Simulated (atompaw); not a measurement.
## Ho: one change to a PAW (atompaw) potential, before and after

| Quantity | Value |
| --- | --- |
| Element | holmium |
| Generator | atompaw 4.2.0.5 |
| Type | PAW |
| Functional | LDA (PW92) |
| Relativity | scalar-relativistic |
| Frozen core | [Kr] 4d10 |
| Valence charge | 21 |
| Reference configuration | 4f11 5s2 5p6 5d0 6s1.5 6p0 (charge +0.5) |
| Partial waves | 5s (bound): rc 2.30 bohr; 6s (bound): rc 2.40 bohr; 5p (bound): rc 2.40 bohr; 6p (bound, empty): rc 2.40 bohr; 5d (bound, empty): rc 2.40 bohr; 5d channel at 4.3 Ry: rc 0.70 bohr; 4f (bound): rc 0.85 bohr; 4f channel at 0.5 Ry: rc 0.85 bohr |
| Local potential | vpsmatchnc scheme with l = 4 at 0 Ry, radius 2.25 bohr |
| Core correction | smooth core density matched at 1.70 bohr |
| Augmentation charge | sinc compensation charge, radius 2.05 bohr; PAW radius 2.40 bohr; waves and projectors: custom polynom vanderbiltortho |

Change: local potential vpsmatchnc scheme with l = 4 at 0 Ry, radius 1.62 bohr.

Cutoffs: the cutoffs (Ry, on a coarse ladder) from which the occupation-weighted sum of valence levels, in a spherical-Bessel basis at the reference potential, stays within 10 and 1 mRy of its value at 400 Ry; they do not see the model core or the augmentation charge, which bear on the density cutoff.

Question: What does the change do?

Answer: The bound ghosts move from d to d, s; the range in which the s phases agree widens (upper end 3.3 → at the end of the scan); the range in which the p phases agree narrows (upper end at the end of the scan → 1.8). A state that the projectors do not describe sees the local part alone, so a deeper or shallower local part can create or remove a ghost.

| quantity | base | changed |
| --- | --- | --- |
| cutoff, loose | 300 Ry | 300 Ry |
| cutoff, tight | over 300 Ry | over 300 Ry |
| loose cutoff by channel (10 mRy a level) | s 8 Ry, p 12 Ry, f 230 Ry | s 8 Ry, p 12 Ry, f 200 Ry |
| bound ghosts | d | s, d |
| s: phases at 2.41 bohr within 0.05 rad from the reference energy up to (Ry; the scan ends near 5) | 3.3 | to the end of the scan |
| p: phases at 2.41 bohr within 0.05 rad from the reference energy up to (Ry; the scan ends near 5) | to the end of the scan | 1.8 |
| d: phases at 2.41 bohr within 0.05 rad from the reference energy up to (Ry; the scan ends near 5) | n/a | n/a |
| f: phases at 2.41 bohr within 0.05 rad from the reference energy up to (Ry; the scan ends near 5) | to the end of the scan | to the end of the scan |
| lowest overlap eigenvalue by channel | s 0.80, p 0.87, d 0.52, f 0.96 | s 0.74, p 0.86, d 0.41, f 1.00 |

 A true bound ghost makes a file unfit for plane-wave use even where its test errors are small: the radial tests pick states by their node count and pass the ghost by. The cutoffs see the waves, projectors and local potential, not the compensation charge or the core.
